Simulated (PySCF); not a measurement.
PySCF job for FH₂NTe, SMILES [Te](F)N, r2SCAN-D4/def2-TZVP. Geometry: r2SCAN-D4/def2-TZVP. The def2 effective core potentials stand for the cores of Te; spin–orbit coupling is left out. One conformer was computed; it need not be the lowest.

```python
import numpy as np
from pyscf import gto, scf, dft, df
from pyscf.hessian import thermo

mol = gto.M(
    atom='''
    Te    0.33135956    0.05045513   -0.00000000
    F    -1.08749595    1.37098856   -0.00000000
    N    -0.71232456   -1.61415639   -0.00000000
    H    -1.22848068   -1.83173449    0.84037360
    H    -1.22848069   -1.83173450   -0.84037360
    ''',
    basis='def2-TZVP',
    ecp={'Te': 'def2-tzvp'},
    charge=0,
    spin=0,
    max_memory=1600,
    verbose=3,
)
mf = dft.RKS(mol, xc='r2scan').density_fit(auxbasis='def2-universal-jkfit')
mf.disp = 'd4'
mf.grids.level = 4
mf.conv_tol = 1e-11
mf.max_cycle = 100
mf.kernel()

# [left out here: the lines that compute and print the analytic Hessian (its translational invariance restored by hand, since the grid's response is missing), thermochemistry and intensities]
```

Log of the run:

```
converged SCF energy = -423.925330722047

WARN: MGGA Hessian is sensitive to dft grids. grids.level 4 may not be dense enough.


WARN: DFTD4 does not support analytical Hessian, using finite difference.


WARN: Mole.unit (angstrom) is changed to Bohr

Mode                                 0                   1                   2
Irrep
Freq [cm^-1]                      201.5473            450.2830            477.8027
Reduced mass [au]                   5.6400              1.6016              1.0659
Force const [Dyne/A]                0.1350              0.1913              0.1434
Char temp [K]                     289.9817            647.8570            687.4517
Normal mode                   x     y     z       x     y     z       x     y     z
       0  Te                 0.03  0.00 -0.00    0.00  0.01 -0.00   -0.00 -0.00 -0.01
       1   F                -0.09 -0.12  0.00    0.01  0.00  0.00   -0.00  0.00  0.03
       2   N                -0.12  0.10  0.00    0.02 -0.16  0.00   -0.00  0.00  0.05
       3   H                -0.16  0.20 -0.00   -0.34  0.43 -0.05   -0.56  0.34 -0.21
       4   H                -0.16  0.20  0.00   -0.34  0.43  0.05    0.56 -0.34 -0.21
Mode                                 3                   4                   5
Irrep
Freq [cm^-1]                      573.0797            703.0970            917.9817
Reduced mass [au]                  18.9014              3.1570              1.0950
Force const [Dyne/A]                3.6574              0.9195              0.5436
Char temp [K]                     824.5342           1011.6000           1320.7712
Normal mode                   x     y     z       x     y     z       x     y     z
       0  Te                -0.02  0.02 -0.00   -0.02 -0.02  0.00   -0.00 -0.00 -0.00
       1   F                 0.16 -0.14  0.00    0.02 -0.01 -0.00   -0.00 -0.00 -0.00
       2   N                -0.01 -0.00  0.00    0.15  0.15 -0.00    0.00 -0.00  0.08
       3   H                 0.02 -0.05  0.00    0.01  0.37 -0.02   -0.23 -0.59 -0.22
       4   H                 0.02 -0.05 -0.00    0.01  0.37  0.02    0.23  0.59 -0.22
Mode                                 6                   7                   8
Irrep
Freq [cm^-1]                     1569.8700           3528.6811           3643.5830
Reduced mass [au]                   1.0920              1.0446              1.1016
Force const [Dyne/A]                1.5856              7.6636              8.6164
Char temp [K]                    2258.6935           5076.9864           5242.3047
Normal mode                   x     y     z       x     y     z       x     y     z
       0  Te                -0.00  0.00  0.00   -0.00 -0.00  0.00   -0.00 -0.00  0.00
       1   F                 0.00  0.00 -0.00    0.00 -0.00 -0.00   -0.00 -0.00 -0.00
       2   N                -0.06 -0.05 -0.00    0.05  0.02  0.00    0.00  0.00 -0.08
       3   H                 0.47  0.31  0.38   -0.32 -0.15  0.59   -0.34 -0.14  0.56
       4   H                 0.47  0.31 -0.38   -0.32 -0.15 -0.59    0.34  0.14  0.56
temperature 298.1500 [K]
pressure 101325.00 [Pa]
Rotational constants [GHz] 10.86574 6.20045 4.03752
Symmetry number 1
Zero-point energy (ZPE) 0.02749 [Eh]   72170.262 [J/mol]
                           tot       elec      trans        rot        vib
Entropy [J/mol/K]       294.220      0.000    172.244    102.857     19.118
Cv [J/mol/K]             53.999      0.000     12.472     12.472     29.056
Cp [J/mol/K]             62.314      0.000     20.786     12.472     29.056
Internal energy [J/mol]                      3718.434   3718.434  75856.090
Internal energy [Eh]   -423.89361  -423.92533
Enthalpy [J/mol]                             6197.391   3718.434  75856.090
Enthalpy [Eh]          -423.89266
Gibbs free energy [J/mol]                  -45157.305 -26948.470  70155.990
Gibbs free energy [Eh] -423.92607
static polarisability / bohr^3: [[40.317  4.056  0.   ]
 [ 4.058 48.649  0.   ]
 [-0.     0.    33.754]]
largest difference of analytic and finite-field dipole derivatives / e: 0.0005496575932641967
mode   freq/cm-1   IR/(km/mol)   Raman/(A^4/amu)   depolarisation
   1      201.55        13.272             3.782            0.693
   2      450.28       202.161             2.565            0.017
   3      477.80        30.890             1.590            0.750
   4      573.08        69.804             8.171            0.319
   5      703.10        33.290            16.840            0.265
   6      917.98         7.335             0.983            0.750
   7     1569.87        11.059             4.591            0.749
   8     3528.68        19.798           152.633            0.138
   9     3643.58        45.901            55.197            0.750
max |gradient| / (hartree/bohr): 0.00015302810991063616
APT charges: [ 0.85   -0.6034 -0.5832  0.1688  0.1688]
```

The run converged.

Cost: very roughly 4 core-minutes.
